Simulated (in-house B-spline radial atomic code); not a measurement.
Configurations of Mo8+, with energies counted from [Ar] 3d10 4s2 4p4. Method: Dirac-Hartree-Fock, average of configuration, Fermi nucleus of rms radius 4.4091 fm. Calculated with a radial B-spline atomic code at the basis-set limit. Energies include first-order Breit, QED and recoil terms.

Occupations are held fixed; configurations that lie above the ionisation limit could autoionise.

```
        configuration  E - E(ref) (eV)  highest orbital  its <r> (bohr)
[Ar] 3d10 4s2 4p3 4d1           44.925            4d5/2           1.282
[Ar] 3d10 4s1 4p4 4d1            75.94            4d5/2           1.278
[Ar] 3d10 4s1 4p4 4f1           118.95            4f5/2           1.618
[Ar] 3d10 4s2 4p3 5g1           120.03            5g9/2           3.003
[Ar] 3d10 4s2 4p3 6f1            131.2            6f7/2           4.829
[Ar] 3d10 4s1 4p4 7g1           173.48            7g7/2           6.952
[Ar] 3d10 4s1 4p4 8d1           174.72            8d5/2           8.258
[Ar] 3d10 4s1 4p4 8g1           178.81            8g7/2           9.434
 [Ar] 3d9 4s2 4p4 8s1           349.94            8s1/2           7.037
```

Problem. Order these further configurations by energy, lowest first.
A. [Ar] 3d10 4s1 4p4 6d1
B. [Ar] 3d9 4s2 4p4 7f1
C. [Ar] 3d10 4s1 4p4 5f1
D. [Ar] 3d9 4s2 4p4 6g1
E. [Ar] 3d9 4s2 4p4 5f1

Solution. C (147.57 eV), A (154.62 eV), E (326.89 eV), D (345.21 eV), B (351.73 eV).

Problem. How far above the reference does [Ar] 3d10 4s1 4p4 5d1 lie?

Solution. 131.49 eV; its least bound orbital is 5d5/2 with <r> = 2.567 bohr.

Problem. How far above the reference does [Ar] 3d10 4s1 4p4 8f1 lie?

Solution. 177.82 eV; its least bound orbital is 8f7/2 with <r> = 9.314 bohr.

Problem. How far above the reference does [Ar] 3d9 4s2 4p4 4f1 lie?

Solution. 297.65 eV; its least bound orbital is 4f7/2 with <r> = 1.569 bohr.
